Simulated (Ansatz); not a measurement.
Start from `C[O][Ga]([SH])[SH]` and change one atom or group to get `C[O][Ga]([F])[SH]`.

Ansatz, PBE0-D4/def2-TZVP geometries, multiplicity 1. Each molecule was computed in one conformer, which needn't be the lowest.

Scalar relativity is left out up to krypton.

```
                                          property  `C[O][Ga]([SH])[SH]`
size of the dipole moment (ωB97M-V/def2-TZVPP) / D                  0.36
             HOMO energy (ωB97M-V/def2-TZVPP) / eV                 -9.85
               LUMO energy (B3LYP/def2-TZVPP) / eV                 -1.06
                 LUMO energy (PBE/def2-TZVPP) / eV                 -1.68
  size of the dipole moment (B3LYP/def2-TZVPP) / D                  0.37
             LUMO energy (ωB97M-V/def2-TZVPP) / eV                  1.08
```

(1) What does the change do to each property? (Best estimate.)

Answers

(1) Ansatz gave: 
| property | `C[O][Ga]([F])[SH]` | shift |
| --- | --- | --- |
| size of the dipole moment (ωB97M-V/def2-TZVPP) / D | 1.52 | 1.16 |
| HOMO energy (ωB97M-V/def2-TZVPP) / eV | -10.26 | -0.41 |
| LUMO energy (B3LYP/def2-TZVPP) / eV | -1.46 | -0.40 |
| LUMO energy (PBE/def2-TZVPP) / eV | -2.08 | -0.40 |
| size of the dipole moment (B3LYP/def2-TZVPP) / D | 1.58 | 1.21 |
| LUMO energy (ωB97M-V/def2-TZVPP) / eV | 0.76 | -0.32 |

Dipoles are sizes alone; their direction can turn.

B3LYP here is the variant with VWN-RPA as its local correlation; programs differ in this.
